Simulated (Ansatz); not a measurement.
```yaml
crystal:
  periodic: [false, false, false]
  atoms:
    - {symbol: N, position_ang: [-1.515200, 0.929428, 0.074192]}
    - {symbol: C, position_ang: [-0.455420, 0.139214, -0.112908]}
    - {symbol: S, position_ang: [-0.515513, -1.125793, -1.337016]}
    - {symbol: O, position_ang: [0.558413, 0.303315, 0.575925]}
    - {symbol: Ge, position_ang: [2.151229, -0.976622, 0.211310]}
    - {symbol: H, position_ang: [-2.356671, 0.836515, -0.462758]}
    - {symbol: H, position_ang: [-1.449190, 1.644196, 0.779760]}
    - {symbol: H, position_ang: [-1.787505, -0.797088, -1.692341]}
    - {symbol: H, position_ang: [3.152628, 0.250469, 0.203132]}
    - {symbol: H, position_ang: [2.300428, -1.254833, 1.763605]}
basis:
  gaussian: {orbitals: x2c-TZVPPall}
hamiltonian: {xc: {name: wB97M-V}}
smearing: {width: 0.1}
output: {forces: true}
```

```sh
$ ansatz run in.yaml --threads 4 --pin off --events-out ev --progress --plain --max-ram 10444MiB
```

Q: How does Ansatz answer? (Best estimate.)

A: Ansatz gave: The input was rejected before any iteration.
```
Error: YAML parse error: error: line 17 column 1: unknown field `smearing`, expected one of crystal, accuracy, basis, kpoints, hamiltonian, magnetization, projection, total_charge, correlation, batch, efield, external_charges, scf, relax, neb, saddle, md, ramp, phonons, dielectric, real_time, elastic, magnetic_configurations, gw, evaluate, workflow, output, checkpoint, execution
15 |   gaussian: {orbitals: x2c-TZVPPall}
16 | hamiltonian: {xc: {name: wB97M-V}}
17 | smearing: {width: 0.1}
18 | output: {forces: true}
```
